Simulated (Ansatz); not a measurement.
`C[O][Zn][O][SiH3]` + `CC[SiH2]O` → `O[SiH2]CC[SiH3]` + `C[O][Zn][OH]`  (formal exchange of groups at the Si–O bond)

Computed with Ansatz on PBE0-D4/def2-TZVP structures; ΔE is electronic, products minus reactants. CBS: MP2 limit from def2 TZ/QZ plus the TZ coupled-cluster correction, frozen cores. Functionals use def2-TZVPP. For Zn outer-core shells are correlated without core-valence functions, which leaves a few kJ/mol of doubt a bond. Scalar relativity is left out up to krypton. One conformer a species, not always the lowest.

`C[O][Zn][O][SiH3]`:

```xyz
11

C    -1.166    1.600    2.099
O    -1.465    1.353    0.751
Zn   -0.682    0.158   -0.275
O    -0.052   -1.009   -1.424
Si    1.329   -1.634   -2.004
H    -0.133    1.939    2.249
H    -1.330    0.723    2.738
H    -1.828    2.396    2.457
H     1.046   -2.363   -3.270
H     1.940   -2.589   -1.036
H     2.341   -0.574   -2.285
```

`CC[SiH2]O`:

Cartesian coordinates in Å:
```
C 1.337 -0.607 0.340
C 0.474 -0.031 -0.780
Si -1.289 0.312 -0.266
O -1.381 1.397 0.977
H 0.921 -1.542 0.725
H 1.413 0.090 1.180
H 2.355 -0.817 0.003
H 0.911 0.899 -1.160
H 0.441 -0.721 -1.632
H -1.928 -0.976 0.139
H -2.051 0.920 -1.385
H -1.202 1.076 1.860
```

`O[SiH2]CC[SiH3]`:

Z-matrix (Å, degrees):
```
Si
C 1 1.874
O 1 1.650 2 113.3
H 1 1.494 2 108.1 3 123.1
H 1 1.484 2 109.5 3 -117.3
C 2 1.534 1 116.3 3 -72.9
H 2 1.096 1 107.9 3 52.1
H 2 1.098 1 106.0 3 164.9
H 3 0.959 1 117.3 2 68.0
Si 6 1.878 2 116.1 1 66.9
H 6 1.096 2 110.5 1 -55.9
H 6 1.097 2 110.3 1 -172.3
H 10 1.487 6 110.3 2 172.7
H 10 1.487 6 111.1 2 51.4
H 10 1.494 6 111.3 2 -68.5
```

`C[O][Zn][OH]`:

```xyz
8

C     1.030   -1.020   -0.554
O     0.770   -0.141    0.506
Zn   -0.608    0.954    0.617
O    -1.869    2.177    0.794
H     1.963   -1.553   -0.341
H     1.160   -0.503   -1.515
H     0.244   -1.776   -0.683
H    -2.690    1.861    1.174
```

(1) Is it downhill or uphill in electronic energy at CCSD(T)/CBS, and by how much? (Estimate.)

(2) What do these levels give: PBE-D4, ωB97X-V, BLYP, HF/def2-QZVPP, MP2/def2-QZVPP, CCSD/CBS(def2)? (Best estimate.)

Largest T1 diagnostic among the species: 0.017.

Results:

(1) Computed: Uphill: ΔE = +1.21 eV.

(2) Ansatz gave: PBE-D4 0.99, ωB97X-V 1.20, BLYP 1.22, HF/def2-QZVPP 1.60, MP2/def2-QZVPP 1.23, CCSD/CBS(def2) 1.26 eV.

In def2-TZVPP, CCSD(T) changes the Hartree–Fock value by −0.36 eV (the triples alone add −0.05 eV) and MP2 by −0.35 eV. From PBE to PBE0 (25 % exact exchange), in def2-TZVPP and without D4, ΔE moves by +0.10 eV.
